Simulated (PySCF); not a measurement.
# Relaxation of doublet ClI2

All numbers come from PySCF, UwB97X, basis Cl def2-SVP, I def2-SVP with ECP28 (scalar-relativistic core potentials, no spin–orbit coupling, density fitting). A (50,194) grid was used.

A start at the PBE0 minimum, of Cs symmetry, held to at least that symmetry:

```xyz
3
charge 0 multiplicity 2, angstrom
Cl    0.1296    0.0000   -0.6728
I     2.4603    0.0000    0.0993
I    -2.4961    0.0000    0.0861
```

Optimiser trace:
| step | E − E(last) (kJ/mol) | largest gradient (Eh/bohr) |
| --- | --- | --- |
| 0 | 24.29 | 0.02023 |
| 1 | 18.82 | 0.01740 |
| 2 | 17.31 | 0.04137 |
| 3 | 4.92 | 0.00262 |
| 4 | 4.07 | 0.00114 |
| 5 | 3.57 | 0.00270 |
| 6 | 3.37 | 0.00284 |
| 7 | 3.21 | 0.00185 |
| 8 | 2.56 | 0.00169 |
| 9 | 1.87 | 0.00242 |
| 10 | 1.07 | 0.00252 |
| 11 | 0.17 | 0.00303 |
| 12 | 0.02 | 0.00103 |
| 13 | 0.01 | 0.00045 |
| 14 | 0.01 | 0.00030 |
| 15 | 0.00 | 0.00005 |

It ends at Cs with Cl–I 2.355 Å (after a last refinement on a finer grid). The molecule has come apart into ClI + I. A frequency run shows a minimum.

Final geometry:
```xyz
3
charge 0 multiplicity 2, angstrom
Cl    0.5598    0.0000   -1.5604
I     2.0815    0.0000    0.2364
I    -2.2426    0.0000    0.2103
```

With an element this heavy the missing spin–orbit coupling can shift these numbers.
